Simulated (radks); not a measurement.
Values are calculated unless marked as measured or tabulated.
The chromium ion Cr2+, configuration [Ar] 3d4.

Code: a radial shooting solver on a logarithmic mesh with Libxc functionals. Model: non-relativistic Kohn-Sham, PBEsol, spin-unpolarised, spherical densities, point nucleus.

Energy parts (eV):
part                      energy
total                 -28357.849
kinetic                28331.700
electron-nucleus      -66959.675
Hartree                11540.296
exchange-correlation   -1270.170

Orbitals (lengths in bohr, moments of r in powers of bohr; <r^-3> diverges for s and p1/2; r(90%) holds 90 % of the orbital's charge):
| orbital | occ. | eigenvalue (eV) | r(90%) | <r^-3> | <r> | <1/r> |
|---|---|---|---|---|---|---|
| 1s | 2 | -5848.848 | 0.114 | - | 0.06424 | 23.50 |
| 2s | 2 | -678.4949 | 0.459 | - | 0.2963 | 4.974 |
| 2p | 6 | -580.0151 | 0.428 | 350.4 | 0.2611 | 4.921 |
| 3s | 2 | -93.4488 | 1.36 | - | 0.9065 | 1.553 |
| 3p | 6 | -66.0216 | 1.48 | 42.11 | 0.9597 | 1.430 |
| 3d | 4 | -22.9579 | 2.09 | 3.473 | 1.219 | 1.090 |

The highest occupied level is 3d at -22.958 eV. Virial ratio -V/T = 2.00092. The electron density at the nucleus is 9302 e/bohr^3. For comparison, the ionisation energy in NIST's Atomic Spectra Database is 30.96 eV (measured). In exact Kohn-Sham theory the highest level is minus the ionisation energy, but local and semilocal functionals leave it too shallow, through self-interaction and a potential that decays too fast; potentials with the right tail come closer. The density falls to 0.001 e/bohr^3 at r = 3.12 bohr.

Beside tabulated values, note that spin-unpolarised runs miss the spin-polarisation part of the exchange energy of open shells.
